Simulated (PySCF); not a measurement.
SMILES CC(=O)CCC=O (C₅H₈O₂) at its GFN2-xTB optimised geometry (Å):

```
15

C     -0.5272    -1.8597    -0.0015
C      0.3015    -0.6074     0.0000
O      1.5058    -0.6074     0.0000
C     -0.5015     0.6855     0.0000
C      0.2045     1.7401    -0.8478
C      0.1619     1.3789    -2.3036
O     -0.3669     0.4047    -2.7592
H     -0.9865    -1.9531    -0.9846
H      0.0954    -2.7305     0.1846
H     -1.3195    -1.7963     0.7406
H     -1.5058     0.5026    -0.3809
H     -0.5758     1.0266     1.0353
H      1.2565     1.8058    -0.5556
H     -0.2383     2.7305    -0.7201
H      0.6791     2.1097    -2.9561
```

Calculation: PBE/def2-TZVP (PySCF 2.14.0). Cells within 0.4 Å of a nucleus heavier than hydrogen are left out (blank, or x).

Map of the deformation density (molecule minus spherical neutral atoms) (e/bohr³) on the plane z = 0.0 Å:

```
|111111111111111111111111111|
|111111111111111111111111111|
|111111111111111111111111111|
|111111111111111111111111111|
|111111111111111111111111111|
|111111111110000111111111111|
|111111111110000011111111111|
|111111111100000000011111111|
|111111111000000110011111111|
|111111111000110100011111111|
|111111110110330000111111111|
|11111110035xx10001111111111|
|111111100364x51001111111111|
|111111100111582024311111111|
|1111111100002xx85x611111111|
|1111111100002xx9xx611111111|
|111111110000592125311111111|
|111111110113x51001111111111|
|11111111013xx31001111111111|
|111111110000782001111111111|
|111111111000482011111111111|
|111111111100110011111111111|
|111111111111000011111111111|
|111111111111111111111111111|
|111111111111111111111111111|
|111111111111111111111111111|
|111111111111111111111111111|
```
Scale: ten equal steps from -0.014 (start of '0') to 0.093 (end of '9'), in the order '0123456789'; x runs from -5.00 to 5.00, y from -5.00 (bottom) to 5.00 (top).
